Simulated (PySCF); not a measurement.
## Bond length, frequency and bond energy of BeI⁻ by level of theory

State: ¹Σ⁺ (singlet), closed shell. Set-up: basis Be def2-SVPD, I def2-SVPD with ECP28; scalar-relativistic core potentials; PySCF 2.14. De refers to Be + I⁻ in their ground configurations, without counterpoise correction. A positive dipole points towards I; it is taken about the centre of mass and depends on that origin.

```csv
Level,Re (Å),ωe (cm⁻¹),De (eV),μ (D)
RHF,2.689,199,n/a,6.87
RHF-MP2,2.639,227,0.51,n/a
RHF-SCS-MP2,2.669,212,0.446,n/a
RHF-CCSD,2.737,180,0.315,n/a
RHF-CCSD(T),2.713,193,0.359,n/a
PBE,2.559,282,0.90,7.24
revPBE,2.592,269,0.79,7.13
PW91,2.560,281,0.90,7.15
r²SCAN,2.556,284,0.89,7.57
PBE0,2.556,280,0.83,7.30
M06,2.558,263,0.74,7.41
```

(1) Which functional lies closest to RHF-CCSD(T) in De, which farthest, and by how much do they differ from it?

(2) What does a quarter of exact exchange do here, going from PBE to PBE0?

(3) What does second-order correlation do here, going from RHF to RHF-MP2?

Correlated steps freeze 4 core orbitals. Correlated levels converge slowly with the basis: in double zeta they bind strong bonds too weakly, by up to about 1 eV, and carry superposition errors of some tenths. Spin–orbit coupling is left out. For an ion De counts to the pair picked by the measured ionisation energies or electron affinities, which need not be the lowest pair at this level. The highest Kohn–Sham level is positive in this anion. Much of that is self-interaction error, but it also means that the finite basis helps to hold the extra electron.

The whole job (state search and all levels along the bond) took about 1.3 min on 1 thread of Arm Neoverse V1 (shared host), peak memory 0.53 GiB.

## Answers

(1) Closest is M06 (-15.5 pm in Re, +36.3 % in ωe, +0.38 eV in De against RHF-CCSD(T) in the same basis), farthest PBE (-15.4 pm in Re, +46.1 % in ωe, +0.54 eV in De). CCSD(T) converges more slowly with the basis than the functionals do and binds too weakly in this one, so the order can change at the basis-set limit.

(2) PBE0 less PBE: -0.3 pm in Re, -0.7 % in ωe, -0.07 eV in De. Exact exchange removes part of the self-interaction that spreads semilocal densities, and in most molecules shortens and stiffens the bond and lowers De; here ωe goes the other way.

(3) RHF-MP2 less RHF: -5.0 pm in Re, +14.1 % in ωe. Correlation nearly always deepens the well. The bond shortens, as in weak, metallic or heavy-atom bonds, where dispersion and the correlation of outer-core electrons pull the atoms together.
